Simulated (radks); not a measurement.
The mean radii <r> (bohr) of the occupied orbitals of an atom or ion are listed with their occupations. Calculated with a radial shooting solver on a logarithmic mesh with Libxc functionals: Dirac Kohn-Sham, LB94 model potential, spin-unpolarised, spherical densities, finite nucleus; Fermi nuclear charge, rms radius of each element as measured or else 0.836 A^(1/3) + 0.57 fm.

orbital  occ.      <r>
1s1/2       2  0.06937
2s1/2       2   0.3223
2p1/2       2   0.2847
2p3/2       4   0.2873
3s1/2       2   0.8986
3p1/2       2   0.9094

Name the element and its charge. Open shells, if any, fill j = l - 1/2 first.

Answer. Z = 22, titanium, charge +8: Ti8+ in [Ne] 3s2 3p2. The 1s radius gives Z: for a bare nucleus <r> = (2 gamma + 1)/(2Z) with gamma = sqrt(1 - (Z/c)^2), 0.06759 bohr for Z = 22, and screening makes it slightly larger (0.06937 here). The occupations add up to 14, and the charge is Z minus that.
